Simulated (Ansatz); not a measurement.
Mulliken charges of Ga2H4O (`[OH][GaH][GaH2]`) from B3LYP/def2-TZVPP in Ansatz (PBE0-D4/def2-TZVP geometry).

```csv
atom,x (Å),y (Å),z (Å),charge (e)
O1,-1.816,-0.846,-0.177,-0.426
Ga2,-0.506,0.303,-0.629,0.319
Ga3,1.480,0.073,0.807,0.134
H4,-2.602,-0.774,-0.723,0.175
H5,-0.848,1.245,-1.849,-0.083
H6,2.654,-0.910,0.438,-0.059
H7,1.639,0.908,2.133,-0.059
```

Task: By hand: the dipole of these point charges (1 e Å = 4.8032 D).

Result: Σ q r = (0.172, 0.228, -0.142) e Å, of length 0.319 e Å = 1.53 D.

Task: How does the dipole of the full density compare? (An estimate is asked.)

Result: Computed: (-0.003, 0.175, -0.189) e Å, 1.24 D; the point charges give 1.23 times that, at 36° from its direction.

Point charges leave out the atoms' own dipoles, such as those of lone pairs, and Mulliken's split depends on the basis, so the two needn't agree.

B3LYP here is the variant with VWN-RPA as its local correlation; programs differ in this.
